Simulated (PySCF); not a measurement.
**Electron correlation in Os⁺ (osmium, charge +1)**

[Xe] 4f14 5d6 6s1, high-spin 6D determinant. All numbers are calculated (PySCF 2.14, a scalar-relativistic core potential, in def2-TZVPPD with the def2 core potential (60 electrons) (6s5p3d2f1g, 59 functions)). Frozen: 5s2 5p6; 7 electrons correlated.

```csv
level,correlation energy (mhartree)
CCSD,-128.99
(T),-3.48
CCSD(T),-132.47
```

Diagnostics: T1 = 0.0059, D1 = 0.0174, largest double amplitude 0.027.

Problem. Is a single reference adequate?

Solution. Yes, within this model without spin-orbit coupling: T1 lies below 0.03 and no double amplitude reaches 0.07.
